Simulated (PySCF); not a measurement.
## Phosphorus: a sound run and one with changed settings

Sound run: P⁺ [Ne] 3s2 3p2, P²⁺ [Ne] 3s2 3p1. Calculation: PySCF 2.14, in def2-SVP; no relativity, point nucleus. In the sound run the correlated levels freeze [Ne]. The sound run starts from symmetry-adapted Hartree-Fock orbitals and uses a fine grid where one is needed.

A second run was set up differently.

| species | method | sound run (hartree) | changed run (hartree) | converged |
| --- | --- | --- | --- | --- |
| P⁺ | UHF | -340.23220 | -340.23220 | yes |
| P⁺ | B3LYP | -340.78565 | -340.78565 | yes |
| P⁺ | PBE | -340.60418 | -340.60418 | yes |
| P⁺ | MP2 | -340.28186 | -340.26521 | yes |
| P⁺ | CCSD(T) | -340.30295 | -340.30295 | yes |
| P²⁺ | UHF | -339.52698 | -339.52698 | yes |
| P²⁺ | B3LYP | -340.05889 | -340.05889 | yes |
| P²⁺ | PBE | -339.87630 | -339.87630 | yes |
| P²⁺ | MP2 | -339.56632 | -339.55276 | yes |
| P²⁺ | CCSD(T) | -339.58655 | -339.58655 | yes |

Ionisation energy of P⁺:

```json
{"method": "UHF", "sound run (eV)": "19.190", "changed run (eV)": "19.190"}
{"method": "B3LYP", "sound run (eV)": "19.776", "changed run (eV)": "19.776"}
{"method": "PBE", "sound run (eV)": "19.807", "changed run (eV)": "19.807"}
{"method": "MP2", "sound run (eV)": "19.471", "changed run (eV)": "19.387"}
{"method": "SCS-MP2", "sound run (eV)": "19.393", "changed run (eV)": "19.333"}
{"method": "CCSD", "sound run (eV)": "19.486", "changed run (eV)": "19.486"}
{"method": "CCSD(T)", "sound run (eV)": "19.494", "changed run (eV)": "19.494"}
```

Question: What was changed?
A. a valence shell is frozen
B. minimal basis
C. angular grid far too coarse
D. level shift left on

Answer: D. It used initial guess 1e, at most 50 SCF cycles, level shift 0.5 hartree. A level shift leaves the converged SCF energy unchanged but raises the virtual orbital energies, which shrinks MP2 if it is not removed.
